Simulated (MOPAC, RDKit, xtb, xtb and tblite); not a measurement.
Torsional profile of SMILES c1c(cccc1C(C)C)N (C₉H₁₃N). Scanned: dihedral C1–C2–C4–C5; all other coordinates were relaxed at GFN2-xTB. Heavy atoms are numbered in the order of the SMILES CC(C)c1cccc(N)c1, hydrogens after them in the order of the atoms that carry them; the mirror image has the same energies with the sign of each dihedral reversed.

Levels: GFN2-xTB (xtb and tblite); AM1, restricted, heats of formation // GFN2-xTB (MOPAC); UFF // GFN2-xTB (RDKit); GFN1-xTB // GFN2-xTB (xtb).

Energies relative to the lowest point of each profile, in kcal/mol; the last columns give the difference from GFN1-xTB:

| φ / ° | GFN2-xTB | AM1 | UFF | GFN1-xTB | GFN2-xTB − GFN1-xTB | AM1 − GFN1-xTB | UFF − GFN1-xTB |
|---|---|---|---|---|---|---|---|
| -160 | 0.7 | 0.6 | 2.3 | 0.7 | 0.0 | -0.1 | 1.5 |
| -140 | 0.3 | 0.4 | 0.8 | 0.3 | 0.0 | 0.1 | 0.5 |
| -120 | 0.1 | 0.1 | 0.0 | 0.0 | 0.1 | 0.1 | 0.0 |
| -100 | 0.2 | 0.3 | 0.6 | 0.2 | 0.0 | 0.1 | 0.4 |
| -80 | 0.6 | 0.6 | 2.0 | 0.6 | 0.0 | 0.0 | 1.3 |
| -60 | 1.4 | 1.0 | 4.1 | 1.4 | 0.0 | -0.4 | 2.7 |
| -40 | 2.7 | 1.8 | 7.2 | 2.4 | 0.4 | -0.5 | 4.8 |
| -20 | 2.8 | 1.9 | 7.1 | 2.4 | 0.4 | -0.6 | 4.7 |
| 0 | 1.6 | 1.0 | 4.5 | 1.6 | 0.0 | -0.5 | 2.9 |
| 20 | 0.8 | 0.6 | 2.5 | 0.8 | -0.1 | -0.3 | 1.7 |
| 40 | 0.3 | 0.3 | 1.0 | 0.3 | 0.0 | 0.0 | 0.7 |
| 60 | 0.0 | 0.0 | 0.0 | 0.0 | 0.0 | 0.0 | 0.0 |
| 80 | 0.3 | 0.3 | 0.7 | 0.3 | 0.0 | 0.0 | 0.5 |
| 100 | 0.7 | 0.5 | 2.1 | 0.7 | 0.0 | -0.2 | 1.4 |
| 120 | 1.5 | 0.9 | 4.0 | 1.4 | 0.1 | -0.5 | 2.5 |
| 140 | 2.7 | 1.8 | 6.7 | 2.3 | 0.4 | -0.6 | 4.4 |
| 160 | 2.9 | 1.9 | 7.5 | 2.5 | 0.4 | -0.5 | 5.0 |
| 180 | 1.6 | 1.2 | 4.8 | 1.6 | 0.1 | -0.4 | 3.2 |

GFN2-xTB is furthest from GFN1-xTB at 160 (0.4 kcal/mol, above); its mean absolute difference over the points is 0.1 kcal/mol.

AM1 is furthest from GFN1-xTB at -20 (-0.6 kcal/mol, below); its mean absolute difference over the points is 0.3 kcal/mol.

UFF is furthest from GFN1-xTB at 160 (5.0 kcal/mol, above); its mean absolute difference over the points is 2.1 kcal/mol.
